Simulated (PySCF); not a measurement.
## MO₂ across group 4

Level: PBE0, basis family def2-TZVP, scalar-relativistic core potentials from Rb on and no relativity for lighter atoms.

Each entry is the lowest minimum that a search over a few typed start shapes (and spin states, where more than one is plausible) found, or that minimum re-optimised at the stated level; isomers with ligand–ligand bonds, or fragments after loss of a ligand pair, can lie lower. Open shells are unrestricted; no spin–orbit coupling; PySCF with density fitting.

```csv
molecule,2S+1,point group,mean bond to the central atom (Å),gap (eV),dipole (D),highest ω (cm⁻¹),polar-tensor charge of the central atom
TiO₂,1,C2v,1.628,4.49,6.82,1060,1.88
ZrO₂,1,C2v,1.762,3.86,7.92,962,1.93
HfO₂,1,C2v,1.776,3.30,8.10,932,1.81
```

The bond lengthens at every step; the largest change, 0.134 Å, falls between TiO₂ and ZrO₂ among the members listed.

The 4d and 5d members differ by only 0.014 Å, the mark of the lanthanide contraction and relativistic shrinkage of 6s.

Spin–orbit coupling can matter for HfO₂.

Left out of the table are members whose search was unfinished or whose lowest solution was spin-contaminated, unstable, very soft or bonded differently.
